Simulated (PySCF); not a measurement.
C5H2F2N2.
Z-matrix (Å and degrees, PBE0-D3(BJ)/def2-SVP geometry), rows numbered from 1:
```
N 
C   1  1.1580
C   2  1.4299  1  174.87
F   3  1.3212  2  113.01  1    -0.40
C   3  1.3492  2  126.89  1   179.32
C   5  1.4257  3  118.58  2  -179.53
N   6  1.1593  5  176.72  3   174.01
C   5  1.5059  3  125.72  2     0.72
F   8  1.3561  5  111.94  3    -2.86
H   8  1.1042  5  108.87  3  -124.26
H   8  1.1045  5  108.86  3   118.36
```

Method: PBE0-D3(BJ)/def2-SVP geometry optimisation, gas phase in PySCF 2.14.0.

Take the most abundant isotopes and a rigid rotor. The values belong to one conformer with, in the numbering `[N:1]#[C:2]/[C:3]([F:4])=[C:5](/[C:6]#[N:7])[CH2:8][F:9]`, C3–C5–C8–F9 -3°.

(1) What are A, B and C (MHz)?

(2) Classify the top.

(3) What does the inertial defect say?

(4) Give the coordinates in the principal-axis frame, origin at the centre of mass.

(5) Predict some low-J microwave lines.

## Answers

(1) Ia = 214.42, Ib = 367.33, Ic = 578.48 u·Å²; 505379 MHz·u·Å²/I gives A = 2357, B = 1376, C = 873.6 MHz.

(2) An asymmetric top; Ray's κ = -0.323.

(3) Not planar: Δ = Ic − Ia − Ib = -3.27 u·Å². For a rigid frame Δ = −2 Σ m c², so Σ m c² = 1.63 u·Å² lies off the ab plane: 1.61 from hydrogen and 0.02 from heavier atoms. The atom farthest from that plane is 0.95 Å away.

(4) The sense of each axis is arbitrary; atoms in the order of the calculation.
| atom | mass (u) | a (Å) | b (Å) | c (Å) |
| --- | --- | --- | --- | --- |
| N1 | 14.003 | 2.835 | 0.707 | 0.000 |
| C2 | 12.000 | 1.678 | 0.663 | 0.003 |
| C3 | 12.000 | 0.250 | 0.737 | 0.006 |
| F4 | 18.998 | -0.203 | 1.978 | -0.002 |
| C5 | 12.000 | -0.614 | -0.299 | 0.009 |
| C6 | 12.000 | -2.012 | -0.021 | 0.001 |
| N7 | 14.003 | -3.160 | 0.140 | -0.013 |
| C8 | 12.000 | -0.238 | -1.758 | 0.027 |
| F9 | 18.998 | 1.105 | -1.935 | -0.023 |
| H10 | 1.008 | -0.712 | -2.259 | -0.835 |
| H11 | 1.008 | -0.637 | -2.218 | 0.948 |

(5) The dipole components are |μa| = 0.69 D, |μb| = 1.90 D, |μc| = 0.10 D. Intensities carry the squares of the components, which stand as 0.13 : 1.00 : 0.00 (a : b : c). Some lines, for components of 0.1 D or more:

| type | branch | J(Ka,Kc) | MHz | lower level (cm⁻¹) |
| --- | --- | --- | --- | --- |
| a | Q | 1(1,0) ← 1(1,1) | 502 | 0.108 |
| c | Q | 2(1,2) ← 2(0,2) | 628 | 0.220 |
| c | Q | 1(1,1) ← 1(0,1) | 981 | 0.075 |
| b | Q | 1(1,0) ← 1(0,1) | 1483 | 0.075 |
| a | Q | 2(1,1) ← 2(1,2) | 1507 | 0.241 |
| b | Q | 2(1,1) ← 2(0,2) | 2135 | 0.220 |
| a | R | 1(0,1) ← 0(0,0) | 2249 | 0.000 |
| c | Q | 2(2,1) ← 2(1,1) | 2944 | 0.291 |
| b | R | 2(0,2) ← 1(1,1) | 3369 | 0.108 |
| c | R | 1(1,0) ← 0(0,0) | 3733 | 0.000 |
| a | R | 2(1,2) ← 1(1,1) | 3997 | 0.108 |
| a | R | 2(0,2) ← 1(0,1) | 4350 | 0.075 |
| b | R | 2(1,2) ← 1(0,1) | 4978 | 0.075 |
| c | R | 2(1,1) ← 1(0,1) | 6484 | 0.075 |
| b | R | 2(2,1) ← 1(1,0) | 7945 | 0.125 |
| c | R | 2(2,0) ← 1(1,0) | 8094 | 0.125 |

PBE0-D3(BJ)/def2-SVP frequencies: not computed here. Zero-point vibration and centrifugal distortion are left out. Quadrupole hyperfine structure (14N) is left out.
